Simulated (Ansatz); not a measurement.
```yaml
crystal:
  periodic: [false, false, false]
  atoms:
    - {symbol: C, position_ang: [-2.696425, 0.185418, -1.306699]}
    - {symbol: N, position_ang: [-1.664149, -0.592894, -0.705534]}
    - {symbol: C, position_ang: [-2.141064, -1.859253, -0.134946]}
    - {symbol: Zr, position_ang: [0.243698, 0.239063, -0.723613]}
    - {symbol: F, position_ang: [0.636607, 0.906956, -2.511107]}
    - {symbol: N, position_ang: [0.250292, 1.821404, 0.594205]}
    - {symbol: C, position_ang: [-0.764918, 2.216501, 1.576518]}
    - {symbol: C, position_ang: [1.285428, 2.676951, 0.520122]}
    - {symbol: N, position_ang: [1.480527, -1.112397, -0.103694]}
    - {symbol: C, position_ang: [1.798515, -2.207221, -0.997410]}
    - {symbol: C, position_ang: [2.262155, -1.236610, 1.153887]}
    - {symbol: H, position_ang: [-3.515524, 0.389420, -0.569624]}
    - {symbol: H, position_ang: [-3.092339, -0.329509, -2.158087]}
    - {symbol: H, position_ang: [-2.377173, 1.092731, -1.720909]}
    - {symbol: H, position_ang: [-2.870656, -1.776425, 0.528628]}
    - {symbol: H, position_ang: [-2.593831, -2.547950, -0.929786]}
    - {symbol: H, position_ang: [-1.282947, -2.420964, 0.277437]}
    - {symbol: H, position_ang: [-1.661970, 1.563513, 1.520326]}
    - {symbol: H, position_ang: [-0.389231, 2.248637, 2.535734]}
    - {symbol: H, position_ang: [-1.111067, 3.295238, 1.318165]}
    - {symbol: H, position_ang: [1.983685, 2.293108, -0.296016]}
    - {symbol: H, position_ang: [1.894641, 2.667266, 1.459402]}
    - {symbol: H, position_ang: [1.100094, 3.666440, 0.216529]}
    - {symbol: H, position_ang: [2.873082, -2.183393, -1.285075]}
    - {symbol: H, position_ang: [1.546419, -3.193911, -0.639125]}
    - {symbol: H, position_ang: [1.198785, -2.124995, -1.923483]}
    - {symbol: H, position_ang: [3.392033, -1.193679, 0.929258]}
    - {symbol: H, position_ang: [2.072182, -2.138403, 1.684464]}
    - {symbol: H, position_ang: [2.029748, -0.411539, 1.740602]}
basis:
  gaussian: {orbitals: def2-TZVPD}
hamiltonian: {xc: {name: PBE-QIDH}}
scf: {lower_state_search: off}
output: {forces: true}
```

```sh
$ ansatz run in.yaml --threads 11 --pin off --events-out ev --progress --plain --max-ram 110592MiB --backend cuda --devices 0, --max-vram 75GiB
```

Output, abridged:

```
Functional definition: PBE-QIDH
4126 factors; integrals over basis functions are off by at most 9.5e-4 eV
mean field evaluation 1: about -14934.3258 eV, gradient 8.3e1 eV
mean field evaluation 2: about -14934.4361 eV, gradient 8.3e1 eV
mean field evaluation 4: about -14948.5462 eV, gradient 1.1e1 eV
mean field evaluation 8: about -14948.8163 eV, gradient 6.6e-1 eV
mean field evaluation 16: about -14948.8173 eV, gradient 2.3e-4 eV
mean field -14948.81730344 eV, -549.3589032290 hartree, gradient 3.4e-6 eV, S^2 0.000000; 0 other end points of the search recorded, 0 dependent functions left out
10 core orbitals not correlated: weight in the atoms' cores, before any rotation towards them, 1.000 or more for the frozen orbitals, at most 0.000 for the correlated occupied ones
reference -14948.81732933 eV, -549.3589041806 hartree; 38, 38 occupied and 527, 527 virtual orbitals, 4126 factors
second order -69.13002417 eV of doubles, -0.00000000 eV of singles
Total energy: -14971.86067072 eV, -550.2057313573 hartree
Atom 0 at    -2.696425     0.185418    -1.306699 Å, force    -1.256038    -1.121657     1.204223 eV/Å
Atom 1 at    -1.664149    -0.592894    -0.705534 Å, force     1.065656    -0.582737     0.952802 eV/Å
Atom 2 at    -2.141064    -1.859253    -0.134946 Å, force     3.454406    -1.154647    -4.610860 eV/Å
Atom 3 at     0.243698     0.239063    -0.723613 Å, force    -2.447621     1.788448    -0.686842 eV/Å
Atom 4 at     0.636607     0.906956    -2.511107 Å, force     0.093500    -0.097861    -0.028439 eV/Å
Atom 5 at     0.250292     1.821404     0.594205 Å, force    -4.020049    -2.390872     0.764366 eV/Å
Atom 6 at    -0.764918     2.216501     1.576518 Å, force    -1.470507     1.294340    -3.516432 eV/Å
Atom 7 at     1.285428     2.676951     0.520122 Å, force     4.661966    -0.534766    -0.462115 eV/Å
Atom 8 at     1.480527    -1.112397    -0.103694 Å, force     2.325527    -2.546990     2.027250 eV/Å
Atom 9 at     1.798515    -2.207221    -0.997410 Å, force     0.141144     0.696003    -1.206692 eV/Å
Atom 10 at     2.262155    -1.236610     1.153887 Å, force     1.606111     0.141726    -2.815313 eV/Å
Atom 11 at    -3.515524     0.389420    -0.569624 Å, force     0.424970    -0.020970    -0.686806 eV/Å
Atom 12 at    -3.092339    -0.329509    -2.158087 Å, force    -0.743759    -0.563009    -0.530038 eV/Å
Atom 13 at    -2.377173     1.092731    -1.720909 Å, force     0.843408     1.633710    -0.239986 eV/Å
Atom 14 at    -2.870656    -1.776425     0.528628 Å, force    -3.138710     0.846693     3.374474 eV/Å
Atom 15 at    -2.593831    -2.547950    -0.929786 Å, force     0.644002     0.872510     0.610714 eV/Å
Atom 16 at    -1.282947    -2.420964     0.277437 Å, force    -0.511543     0.371069    -0.022944 eV/Å
Atom 17 at    -1.661970     1.563513     1.520326 Å, force     0.711938     0.370458     0.095510 eV/Å
Atom 18 at    -0.389231     2.248637     2.535734 Å, force     0.910909    -0.086427     2.299992 eV/Å
Atom 19 at    -1.111067     3.295238     1.318165 Å, force     0.371671    -1.607675     0.487356 eV/Å
Atom 20 at     1.983685     2.293108    -0.296016 Å, force    -0.278326     0.503516     0.859080 eV/Å
Atom 21 at     1.894641     2.667266     1.459402 Å, force    -0.170932     0.402770    -0.516918 eV/Å
Atom 22 at     1.100094     3.666440     0.216529 Å, force    -0.676483     1.648157    -0.165506 eV/Å
Atom 23 at     2.873082    -2.183393    -1.285075 Å, force    -0.609226    -0.125334     0.126271 eV/Å
Atom 24 at     1.546419    -3.193911    -0.639125 Å, force     0.011685    -0.293089     0.637189 eV/Å
Atom 25 at     1.198785    -2.124995    -1.923483 Å, force     0.333122     0.141745     0.125500 eV/Å
Atom 26 at     3.392033    -1.193679     0.929258 Å, force    -1.592898    -0.127686     0.264301 eV/Å
Atom 27 at     2.072182    -2.138403     1.684464 Å, force    -0.337638    -0.865908     0.343084 eV/Å
Atom 28 at     2.029748    -0.411539     1.740602 Å, force    -0.346285     1.408481     1.316778 eV/Å
Dipole moment:     0.029963    -0.300859     0.476773 e Å
Checks for a lower state left out: starts, cluster_reference, orbital_swaps, neighbouring_geometries, increment
```

Run time 8.5 s (11 threads of an AMD EPYC 7R13 on a shared host and a whole NVIDIA H100 80 GB); peak host memory 6.5 GiB.
